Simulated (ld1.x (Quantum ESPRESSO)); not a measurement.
# Transferability test, TM potential for aluminium

```json
{"Element": "aluminium", "Generator": "ld1.x (Quantum ESPRESSO) 7.5", "Type": "norm-conserving Troullier–Martins (Kleinman–Bylander form)", "Functional": "BLYP", "Relativity": "scalar-relativistic", "Frozen core": "[Ne]", "Valence charge": "3", "Reference configuration": "3s2 3p1", "Partial waves": "3s (bound): rc 2.00 bohr; 3p (bound): rc 2.85 bohr; 3d channel at 0.15 Ry: rc 2.60 bohr", "Local potential": "all-electron potential smoothed inside 1.90 bohr (lloc = -1)", "Core correction": "Bessel-smoothed model core inside 2.00 bohr"}
```

Energies are relative to the spin-unpolarised reference configuration 3s2 3p1; without spin polarisation the order of configurations can differ from experiment.

```csv
valence configuration,charge,ΔE all-electron (eV),error AE − PS (meV)
3s2 3p0,+1,5.627,+3.1
3s1 3p0,+2,24.843,+68
3s2 3p0.5,+0.5,2.012,+0.4
3s1 3p1,+1,11.468,+17
3s1 3p2,0,5.188,+5.0
3s0 3p3,0,10.585,+21
```

(1) What are ΔE and the potential's error for 3s2 3p1.3?

## Answers

(1) ΔE = -0.531 eV all-electron; the error (AE − PS) is +0.1 meV.
